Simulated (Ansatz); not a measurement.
CH5NSSi can be A, `NC([SiH3])=S`, or B, `N[SiH]1CS1`.

Calculated with Ansatz (gas phase, PBE0-D4/def2-TZVP geometries, no zero-point term in ΔE). CCSD(T)/CBS is the MP2 limit (def2-TZVPP, def2-QZVPP) plus CCSD(T) − MP2 in def2-TZVPP, frozen cores. DFT in def2-TZVPP. B3LYP here is the variant with VWN-RPA as its local correlation; programs differ in this. Each species was taken in one conformer, which may not be the lowest.

A:

```xyz
9

N    -1.4712   -0.0801    0.4792
C    -0.2073   -0.5097    0.4642
Si    1.0727    0.3822   -0.6070
S     0.3410   -1.7932    1.3304
H    -2.1515   -0.5584    1.0519
H    -1.7677    0.7112   -0.0662
H     1.6109   -0.5785   -1.5958
H     2.1422    0.9040    0.2728
H     0.4309    1.5227   -1.3295
```

B:

Z-matrix (Å, degrees):
```
Si
C 1 1.828
S 1 2.089 2 57.0
N 1 1.699 2 121.7 3 112.3
H 1 1.476 2 120.3 3 -106.4
H 2 1.087 1 120.1 3 -104.3
H 2 1.086 1 121.4 3 104.2
H 4 1.007 1 119.8 2 168.7
H 4 1.007 1 121.6 2 -42.0
```

Question: Which is lower in electronic energy at CCSD(T)/CBS, and by how much? (An estimate is asked.)

Answer: Ansatz gave: B, by 132.5 kJ/mol.

Question: Give E(B) − E(A) in kJ/mol with ωB97M-V, PBE0-D4, LDA (SPW92), B3LYP, CCSD/def2-TZVPP, BLYP-D4, B3LYP-D4. (Best estimate.)

Answer: Computed: ωB97M-V -130.9, PBE0-D4 -128.6, LDA (SPW92) -118.8, B3LYP -109.4, CCSD/def2-TZVPP -129.9, BLYP-D4 -94.6, B3LYP-D4 -108.9. None reverses the order clearly.

Question: Does the order hold for the free energy at 298.15 K (harmonic terms from PBE0-D4)? (Estimate.)

Answer: Ansatz gave: Yes: G(B) − G(A) = -120.6 kJ/mol, for one conformer each.

Largest T1 diagnostic: 0.018.

In def2-TZVPP, CCSD(T) changes the Hartree–Fock value by −7.6 kJ/mol (the triples alone add +4.3 kJ/mol) and MP2 by −19.4 kJ/mol. At CCSD(T), def2-SVP lies +49.0 kJ/mol from the extrapolated value and def2-TZVPP +6.9 kJ/mol.
